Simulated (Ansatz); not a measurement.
`C[SiH](C)[AlH2]` + `O[SiH3]` → `C[SiH]([AlH2])O[SiH3]` + CH₄  (ligand exchange at the Si–C bond)

Program: Ansatz. Geometries: PBE0-D4/def2-TZVP. ΔE: electronic, gas phase. CCSD(T)/CBS adds triple-zeta CCSD(T) − MP2 to the extrapolated MP2 energy (def2 sets, frozen cores). This one scheme is used for every species. DFT in def2-TZVPP. B3LYP here is the variant with VWN-RPA as its local correlation; programs differ in this. Each species was taken in one conformer, which may not be the lowest.

(1) Is it downhill or uphill in electronic energy at CCSD(T)/CBS, and by how much? (Best estimate.)

(2) What do these levels give: PBE-D4, B3LYP-D4, ωB97X-V, ωB97M-V, B2PLYP, HF/def2-TZVPP? (An estimate is asked.)

Largest T1 diagnostic among the species: 0.011.

Answers

(1) The calculation gave: Downhill: ΔE = -27.0 kcal/mol.

(2) The calculation gave: PBE-D4 -24.2, B3LYP-D4 -28.5, ωB97X-V -26.9, ωB97M-V -26.6, B2PLYP -27.8, HF/def2-TZVPP -31.2 kcal/mol.

From PBE to PBE0 (25 % exact exchange), in def2-TZVPP and without D4, ΔE moves by −1.0 kcal/mol. The D4 term adds −1.0 kcal/mol with B3LYP and −0.6 kcal/mol with PBE0; it sums over pairs of atoms, weighted by their polarisabilities, and B3LYP, whose exchange is more repulsive, gets the larger term.
